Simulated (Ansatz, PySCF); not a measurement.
Gas-phase reaction R1 + R2 → P1 + P2, each structure at its B3LYP-D3(BJ)/def2-TZVP stationary point, reached from a drawn start (curvature not checked).
R1: SiH4 (SMILES [SiH4]), charge 0, multiplicity 1.
P1: Si2H6 (SMILES [SiH3][SiH3]), charge 0, multiplicity 1.
R2, ClH3Si (SMILES [SiH3]Cl) (charge 0, multiplicity 1):
```
atom    x (Å)    y (Å)    z (Å)
----  -------  -------  -------
Si    -0.1324  -0.0059  -0.0047
Cl     1.9305   0.0859   0.0695
H     -0.5199  -1.0088  -1.0157
H     -0.6468   1.3264  -0.3767
H     -0.6315  -0.3977   1.3277
```
P2: HCl (SMILES Cl), charge 0, multiplicity 1.

P less R. No zero-point or thermal terms.

Frozen-core correlation throughout. CBS(a, b) extrapolates the correlation energy as X⁻³ and adds the Hartree–Fock energy of set b.

Codes used: Ansatz (Gaussian basis) for Hartree–Fock, density functionals and correlated methods; PySCF for the D3/D4 terms. No computed number here is a measurement.

```tsv
level	reaction energy (kJ/mol)
HF/cc-pV(D+d)Z	101.5
BLYP-D4/def2-TZVPP	86.5
r2SCAN/def2-TZVPP	87.8
r2SCAN-D4/def2-TZVPP	87.2
PBE0-D4/def2-TZVPP	79.9
BHLYP/def2-TZVPP	100.0
CAM-B3LYP-D4/def2-TZVPP	93.1
wB97M-V/def2-TZVPP	95.7
CCSD(T)/CBS(cc-pV(T+d)Z, cc-pV(Q+d)Z)	…
```

Q: Complete the blanks.

A: 
- CCSD(T)/CBS(cc-pV(T+d)Z, cc-pV(Q+d)Z), reaction energy (kJ/mol): 92.5

Ansatz is a quantum-chemistry and plane-wave program.
